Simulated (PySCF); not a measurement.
H4O4Si, SMILES O[Si](O)(O)O (connectivity only; charge and spin as stated), charge +1, multiplicity 2.

The structure is a stationary point at ωB97X-D3(BJ)/def2-SVP. The spin state was assumed, not searched. The isomer is the one that the SMILES or the coordinates give; other isomers of the formula were not compared. The values are those of a single conformer.

Two levels are set side by side: PBE/def2-TZVP (PySCF) and M06-2X/def2-TZVP (PySCF). Same geometry, gas phase. Differences are taken from unrounded values.

```json
[
 {"quantity": "α-spin orbital gap (eV)", "PBE": "7.62"},
 {"quantity": "β-spin orbital gap (eV)", "PBE": "1.20"},
 {"quantity": "mean polarisability (bohr³)", "PBE": "41.0"}
]
```

Problem. These are the PBE values. What does M06-2X give? (An estimate is asked for; the answer gives what the named calculation found.)

Solution. 
```csv
quantity,M06-2X,PBE minus M06-2X
α-spin orbital gap (eV),12.93,-5.31
β-spin orbital gap (eV),6.67,-5.47
mean polarisability (bohr³),40.7,0.3
```

Rough cost on one machine, each run with all the roots and properties that it gave: M06-2X against PBE about 2 times.
